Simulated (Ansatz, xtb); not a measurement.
**GeH10Si3: which of two isomers lies lower**

We compare X, `[SiH3][GeH]([SiH3])[SiH3]`, a singlet, with Y, `[SiH3][SiH2][GeH2][SiH3]`, a singlet. Both are isolated molecules in the gas phase, relaxed with B3LYP-D3(BJ)/def2-SVP; each stands in its lowest conformer found.

Q: Which of the two would you expect CCSD(T)/def2-SVP + ΔMP2/def2-TZVPP electronic energies to favour?

A: Structure X; the calculation gives E(Y) − E(X) = +4.8 kcal/mol.

Level by level:

| level | geometry | E(Y) − E(X) (kcal/mol) | departure from the last row (kcal/mol) | job, with rough time for the two |
| --- | --- | --- | --- | --- |
| B3LYP-D3(BJ)/def2-SVP | B3LYP-D3(BJ)/def2-SVP | +4.1 | −0.7 | optimisation, 79 s |
| HF/def2-SVP | B3LYP-D3(BJ)/def2-SVP | +4.7 | −0.1 | part of the CCSD(T) run |
| MP2/def2-SVP | B3LYP-D3(BJ)/def2-SVP | +5.1 | +0.3 | part of the CCSD(T) run |
| CCSD(T)/def2-SVP | B3LYP-D3(BJ)/def2-SVP | +4.3 | −0.5 | single point |
| CCSD(T)/def2-SVP + ΔMP2/def2-TZVPP | B3LYP-D3(BJ)/def2-SVP | +4.8 |  | single point, 42 s |

As drawn, Y has 1 Si–Si, 1 Ge–H in place of 1 Ge–Si, 1 Si–H.

None of the levels shown reverses the order. The largest departure from CCSD(T)/def2-SVP + ΔMP2/def2-TZVPP is that of B3LYP-D3(BJ)/def2-SVP, 0.7 kcal/mol. Levels run at GFN2-xTB geometries aren't shown. The last row adds to CCSD(T) the change of the MP2 difference between the two basis sets, here +0.5 kcal/mol.

With thermal terms from frequencies at re-optimised GFN2-xTB minima (ideal gas, soft modes damped towards free rotors, one conformer each, 298.15 K, 1 atm): the zero-point term adds −0.2 kcal/mol; ΔH is +4.4 and ΔG +4.1 kcal/mol.

The correlated steps freeze 24 core orbitals; the filled d shell of Ge is correlated, in a basis made for valence electrons. Codes used: Ansatz 0.2.0, xtb 6.7.1; the last row on 2 threads of Intel(R) Xeon(R) 6975P-C (Granite Rapids) on a shared host.
